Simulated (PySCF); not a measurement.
Cost against size for one kind of job: PySCF 2.14.0, PBE0-D3(BJ)/def2-SVP geometry optimisation, gas phase; work: geometry optimisation from a GFN2-xTB start. Hardware: one thread of an Arm Neoverse V1, on a shared host. The host was shared with other jobs, so the times are rough.

| species (SMILES) | atoms | electrons | basis functions | SCF cycles | gradient evaluations | wall time |
| --- | --- | --- | --- | --- | --- | --- |
| [SiH2]=P | 5 | 32 | 51 | 31 | 5 | ? |
| [H]/N=C/CS | 9 | 40 | 85 | 34 | 5 | ? |
| O->B(Cl)(Cl)Cl | 7 | 66 | 92 | 39 | 6 | 17 s |
| FC[SiH2][PH3+] | 11 | 50 | 99 | 30 | 5 | 16 s |
| [SiH3]CBP | 12 | 48 | 104 | 34 | 6 | ? |
| [NH2][Mo]([NH2])([NH2])[NH2] (triplet state) | 13 | 78 | 127 | 101 | 10 | 2.4 min |
| C=C(Cl)[C+](C)C | 14 | 54 | 128 | 91 | 14 | 84 s |
| C#[C][GeH2][C]#CC | 12 | 68 | 132 | 28 | 4 | 28 s |
| [GeH3][GeH2][GeH3] | 11 | 104 | 136 | 41 | 7 | 71 s |
| CC(C)(C)S(C)(=O)=O | 20 | 74 | 176 | 36 | 5 | 87 s |

Problem. Estimate the withheld figures.

Solution. `[SiH2]=P`: 3.4 s; `[H]/N=C/CS`: 10 s; `[SiH3]CBP`: 20 s.

Problem. With all rows, how does the wall time grow with the number of basis functions N?

Solution. A straight line through log(time) against log(N) has slope 3.1 between N = 51 and 176, and the rows scatter about it by a factor of about 1.7 (standard error of the fit). This is a fit to these rows, whose iteration counts differ, not the method's formal scaling.

Problem. Which species took longest, and how many times the shortest run?

Solution. `[NH2][Mo]([NH2])([NH2])[NH2]`, at 2.4 min: about 42 times the shortest (3.4 s).
